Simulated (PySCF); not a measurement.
**Name the molecule from its bond curve**

A diatomic of charge -1 contains Te. Its singlet curve at HSE06 in a double-zeta basis (scalar-relativistic core potentials, PySCF), in eV from the separated fragments:

R (Å), E (eV) and a bar:
```
    1.760     -1.503 ##############################
    1.842     -2.074 #############
    1.924     -2.377 ####
    1.986     -2.479 #
    2.047     -2.505 
    2.108     -2.473 #
    2.190     -2.369 ####
    2.293     -2.176 ##########
    2.416     -1.899 ##################
    2.579     -1.512 ##############################
```

The fit gives ωe = 505 cm⁻¹ and the rotational constant Bₑ = 0.2443 cm⁻¹.

Which atom is the partner?

The minimum lies at 2.041 Å, so the reduced mass is 16.8576 u Å² cm⁻¹/(Bₑ·Re²) = 16.56 u. With Te at 129.91 u the partner weighs about 19.0 u: F. The molecule is TeF⁻.

Spin–orbit coupling is left out.
